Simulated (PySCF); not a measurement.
Molfile (atoms numbered from 1):
```
C8H10P2
     RDKit          3D

 20 21  0  0  0  0  0  0  0  0999 V2000
   -0.2007    2.1206   -0.8722 C   0  0  0  0  0  0  0  0  0  0  0  0
    0.7276    1.0966   -0.2687 C   0  0  0  0  0  0  0  0  0  0  0  0
    2.4242    1.5060   -0.4263 P   0  0  0  0  0  0  0  0  0  0  0  0
    3.2574    0.1930    0.3423 C   0  0  0  0  0  0  0  0  0  0  0  0
    2.7115   -0.9253    0.9500 C   0  0  0  0  0  0  0  0  0  0  0  0
    1.0388   -1.3540    1.1205 P   0  0  0  0  0  0  0  0  0  0  0  0
    0.1760   -0.0461    0.3323 C   0  0  0  0  0  0  0  0  0  0  0  0
   -1.3175   -0.1683    0.3409 C   0  0  0  0  0  0  0  0  0  0  0  0
   -2.0484   -0.7465   -0.8465 C   0  0  0  0  0  0  0  0  0  0  0  0
   -2.0316   -1.4812    0.4584 C   0  0  0  0  0  0  0  0  0  0  0  0
   -0.8384    2.5824   -0.1006 H   0  0  0  0  0  0  0  0  0  0  0  0
   -0.8768    1.6570   -1.6068 H   0  0  0  0  0  0  0  0  0  0  0  0
    0.3575    2.9259   -1.3712 H   0  0  0  0  0  0  0  0  0  0  0  0
    4.3514    0.2826    0.3371 H   0  0  0  0  0  0  0  0  0  0  0  0
    3.4080   -1.6484    1.3938 H   0  0  0  0  0  0  0  0  0  0  0  0
   -1.8193    0.6826    0.8161 H   0  0  0  0  0  0  0  0  0  0  0  0
   -2.9723   -0.2604   -1.1703 H   0  0  0  0  0  0  0  0  0  0  0  0
   -1.4369   -1.1481   -1.6593 H   0  0  0  0  0  0  0  0  0  0  0  0
   -2.9455   -1.5070    1.0563 H   0  0  0  0  0  0  0  0  0  0  0  0
   -1.4313   -2.3924    0.5231 H   0  0  0  0  0  0  0  0  0  0  0  0
  1  2  1  0
  2  3  1  0
  3  4  2  0
  4  5  1  0
  5  6  2  0
  6  7  1  0
  7  8  1  0
  8  9  1  0
  9 10  1  0
  7  2  2  0
 10  8  1  0
  1 11  1  0
  1 12  1  0
  1 13  1  0
  4 14  1  0
  5 15  1  0
  8 16  1  0
  9 17  1  0
  9 18  1  0
 10 19  1  0
 10 20  1  0
M  END
```

Geometry: PBE0-D3(BJ)/def2-SVP; GIAO shifts from PySCF 2.14.0 with density-fitted response routines, gas phase, non-relativistic, averaged over equivalent atoms.

At PBE0/pcSseg-1 (234 basis functions, 100 s wall time on 1 thread of an Arm Neoverse N1, shared host):
| atoms | δ (ppm) |
| --- | --- |
| C7 | 185.5 |
| C2 | 182.5 |
| C5 | 165.6 |
| C4 | 165.4 |
| C1 | 27.4 |
| C8 | 21.4 |
| C9/C10 | 8.5 |
| P3 | 246.6 |
| P6 | 242.5 |
| H15 | 9.32 |
| H14 | 9.25 |
| H11/H12/H13 | 2.97 |
| H16 | 1.96 |
| H17/H19 | 1.09 |
| H18/H20 | 1.02 |

References, each an isolated molecule treated in the same way: TMS for 13C (σref 184.41), 1H (σref 31.27); H3PO4 for 31P (σref 310.13).

Estimate the result of repeating the calculation with B97-2/pcSseg-1.

Results:


```json
{"atoms": "C7", "δ at B97-2/pcSseg-1": "181.4", "change": "-4.1"}
{"atoms": "C2", "δ at B97-2/pcSseg-1": "178.5", "change": "-4.0"}
{"atoms": "C5", "δ at B97-2/pcSseg-1": "161.8", "change": "-3.8"}
{"atoms": "C4", "δ at B97-2/pcSseg-1": "161.6", "change": "-3.8"}
{"atoms": "C1", "δ at B97-2/pcSseg-1": "27.4", "change": "+0.0"}
{"atoms": "C8", "δ at B97-2/pcSseg-1": "21.2", "change": "-0.2"}
{"atoms": "C9/C10", "δ at B97-2/pcSseg-1": "8.6", "change": "+0.1"}
{"atoms": "P3", "δ at B97-2/pcSseg-1": "243.4", "change": "-3.2"}
{"atoms": "P6", "δ at B97-2/pcSseg-1": "239.7", "change": "-2.8"}
{"atoms": "H15", "δ at B97-2/pcSseg-1": "9.23", "change": "-0.09"}
{"atoms": "H14", "δ at B97-2/pcSseg-1": "9.16", "change": "-0.09"}
{"atoms": "H11/H12/H13", "δ at B97-2/pcSseg-1": "2.96", "change": "-0.01"}
{"atoms": "H16", "δ at B97-2/pcSseg-1": "1.95", "change": "-0.01"}
{"atoms": "H17/H19", "δ at B97-2/pcSseg-1": "1.08", "change": "-0.01"}
{"atoms": "H18/H20", "δ at B97-2/pcSseg-1": "1.02", "change": "+0.00"}
```

Shifts are taken against calculated references (same method and geometry level): TMS for 13C (σ = 183.69 ppm), 1H (σ = 31.38 ppm); H3PO4 for 31P (σ = 316.18 ppm).

The largest change is at C7 (substituted aromatic carbon). Cost: 234 basis functions, 86 s wall time on 1 thread of an Arm Neoverse N1, shared host. The order of the carbon signals is the same at both levels.

Experimental scales use liquid or dissolved standards, which lie at an offset from isolated H3PO4.
